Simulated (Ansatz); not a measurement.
Start from `[BH2][GeH2][OH]` and change one atom or group to get `[BH2][GeH2][SiH3]`.

Ansatz, PBE0-D4/def2-TZVP geometries, multiplicity 1. Each molecule was computed in one conformer, which needn't be the lowest.

Scalar relativity is left out up to krypton.

```json
{"property": "HOMO–LUMO gap (ωB97M-V/def2-TZVPP) / eV", "`[BH2][GeH2][OH]`": "10.00"}
{"property": "HOMO energy (PBE/def2-TZVPP) / eV", "`[BH2][GeH2][OH]`": "-6.66"}
{"property": "LUMO energy (ωB97M-V/def2-TZVPP) / eV", "`[BH2][GeH2][OH]`": "-0.54"}
{"property": "HOMO–LUMO gap (B3LYP/def2-TZVPP) / eV", "`[BH2][GeH2][OH]`": "5.27"}
{"property": "LUMO energy (PBE/def2-TZVPP) / eV", "`[BH2][GeH2][OH]`": "-3.52"}
{"property": "HOMO energy (PBE0/def2-TZVPP) / eV", "`[BH2][GeH2][OH]`": "-8.24"}
```

Q: Give the same properties after the change, and the shifts. (Estimate.)

A: Computed: 
```
                               property  `[BH2][GeH2][SiH3]`  shift
HOMO–LUMO gap (ωB97M-V/def2-TZVPP) / eV                 9.35  -0.65
      HOMO energy (PBE/def2-TZVPP) / eV                -6.83  -0.17
  LUMO energy (ωB97M-V/def2-TZVPP) / eV                -0.53   0.01
  HOMO–LUMO gap (B3LYP/def2-TZVPP) / eV                 5.05  -0.22
      LUMO energy (PBE/def2-TZVPP) / eV                -3.38   0.14
     HOMO energy (PBE0/def2-TZVPP) / eV                -7.88   0.36
```

With PBE0 the HOMO rises by 0.36 eV and the LUMO rises by 0.07 eV, so the gap narrows by about 0.29 eV. PBE moves the HOMO by -0.17 eV and ωB97M-V by 0.66 eV. The zero-point energy changes by 29.4 kJ/mol with +6 modes.

B3LYP here is the variant with VWN-RPA as its local correlation; programs differ in this.
